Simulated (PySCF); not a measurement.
Species: WOMe4, C₄H₁₂OW (singlet state).
Cartesian coordinates in Å at the PBE0-D3(BJ)/def2-SVP level; atoms count from 1:
```
atom  x, y, z in Å
W1     0.1451   -0.1220    0.6347
O2     0.0407   -0.0194    2.3242
C3     2.1042    0.1317   -0.1549
H4     2.6856    0.8847    0.3988
H5     2.1557    0.3595   -1.2308
H6     2.5950   -0.8474    0.0264
C7    -0.0450    1.9358   -0.0314
H8    -0.1992    1.9909   -1.1207
H9     0.8850    2.4708    0.2202
H10   -0.8807    2.4520    0.4598
C11   -1.9013    0.0613   -0.0944
H12   -2.4016    0.9852    0.2224
H13   -2.4890   -0.7954    0.2708
H14   -1.9032    0.0317   -1.1966
C15   -0.2037   -2.0924   -0.0880
H16   -1.0086   -2.6203    0.4444
H17    0.7432   -2.6155    0.1643
H18   -0.3786   -2.1744   -1.1716
```

Theory: PySCF 2.14.0, density-fitted response routines, TDDFT PBE0/def2-SVPD, vertical, gas phase, core orbitals frozen in the response, def2 core potentials past Kr. Spin–orbit coupling is left out.

Ground-to-excited transition dipoles (e·a0, same axes as the geometry; the sign carries no meaning), for the states with f of 0.002 or more among the lowest 10:

```csv
state,E (hartree),μx,μy,μz
S1,0.1055,0.218,0.273,0.003
S2,0.1123,-0.219,0.217,0.069
S3,0.1564,-0.234,-0.252,0.007
S5,0.1974,-0.207,0.249,-0.023
S8,0.2074,-0.152,-0.153,-0.029
S9,0.2080,0.094,0.013,-0.079
S10,0.2123,-0.199,-0.136,0.001
```

**Question.** What oscillator strength does each state have?

**Answer.** f = (2/3) ΔE |μ|² with ΔE in hartree (27.2114 eV).

```csv
state,|μ|² (au),|μ| (D),f
S1,0.122,0.89,0.009
S2,0.100,0.80,0.007
S3,0.118,0.87,0.012
S5,0.106,0.83,0.014
S8,0.047,0.55,0.007
S9,0.015,0.31,0.002
S10,0.058,0.61,0.008
```

**Question.** What angle do the transition dipoles of S3 and S5 make?

**Answer.** |cos θ| = |μa·μb| / (|μa| |μb|) = 0.13, so θ ≈ 82° (taken between 0 and 90°, since the signs are arbitrary).

**Question.** How is the summed strength of these states shared among x, y and z?

**Answer.** (2/3) Σ ΔE μα² gives 0.028 for x, 0.029 for y and 0.001 for z, 0.059 in all.

**Question.** What peak molar absorption coefficient would the strongest computed level give as a lone Gaussian band 0.5 eV wide at half height?

**Answer.** ε(max) = 2.175×10⁸ f / FWHM, with the width in cm⁻¹. S5: 2.175×10⁸ × 0.0139 / 4033 ≈ 750 L mol⁻¹ cm⁻¹.
